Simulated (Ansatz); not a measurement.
One change: `CBC=O` becomes `O=CB[TeH]`.

Ansatz, PBE0-D4/def2-TZVP geometries, multiplicity 1. Each molecule was computed in one conformer, which needn't be the lowest.

Elements past krypton have def2 core potentials.

```csv
property,`CBC=O`
HOMO energy (B3LYP/def2-TZVPP) / eV,-6.82
HOMO energy (PBE/def2-TZVPP) / eV,-5.50
HOMO energy (PBE0/def2-TZVPP) / eV,-7.02
HOMO energy (ωB97M-V/def2-TZVPP) / eV,-9.40
HOMO–LUMO gap (B3LYP/def2-TZVPP) / eV,5.08
"ideal-gas entropy at 298 K and 1 bar (rigid rotor, harmonic PBE0-D4/def2-TZVP) / J/(mol·K)",312
```

Question: What does the change do to each property? (Best estimate.)

Answer: The calculation gave: 
```tsv
property	`O=CB[TeH]`	shift
HOMO energy (B3LYP/def2-TZVPP) / eV	-6.87	-0.05
HOMO energy (PBE/def2-TZVPP) / eV	-5.53	-0.03
HOMO energy (PBE0/def2-TZVPP) / eV	-7.10	-0.08
HOMO energy (ωB97M-V/def2-TZVPP) / eV	-9.43	-0.03
HOMO–LUMO gap (B3LYP/def2-TZVPP) / eV	4.62	-0.46
ideal-gas entropy at 298 K and 1 bar (rigid rotor, harmonic PBE0-D4/def2-TZVP) / J/(mol·K)	332	20
```

With PBE0 the HOMO falls by 0.08 eV and the LUMO falls by 0.58 eV, so the gap narrows by about 0.50 eV. PBE moves the HOMO by -0.03 eV and ωB97M-V by -0.03 eV. The zero-point energy changes by -75.1 kJ/mol with -6 modes. Modes under 60 cm⁻¹, often nearly free rotors, make the harmonic entropy too high.

B3LYP here is the variant with VWN-RPA as its local correlation; programs differ in this.

Spin–orbit coupling is left out; it splits and shifts lone-pair levels of the heavy atoms by tenths of an eV.
